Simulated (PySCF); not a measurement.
# Excitation energy of Os by level of theory

Os [Xe] 4f14 5d6 6s2 (5D) → Os [Xe] 4f14 5d8 (3F), as a difference of total energies. Calculation: PySCF 2.14, in def2-QZVPPD with the def2 core potential (60 electrons); scalar relativity through the core potential. Correlated levels: valence: 5s2 5p6 frozen. The calculations carry no spin-orbit coupling.

```json
{"method": "UHF", "excitation energy (cm⁻¹)": "32089"}
{"method": "MP2 (valence)", "excitation energy (cm⁻¹)": "24177"}
{"method": "SCS-MP2 (valence)", "excitation energy (cm⁻¹)": "21513"}
{"method": "CCSD (valence)", "excitation energy (cm⁻¹)": "25705"}
{"method": "CCSD(T) (valence)", "excitation energy (cm⁻¹)": "23862"}
```
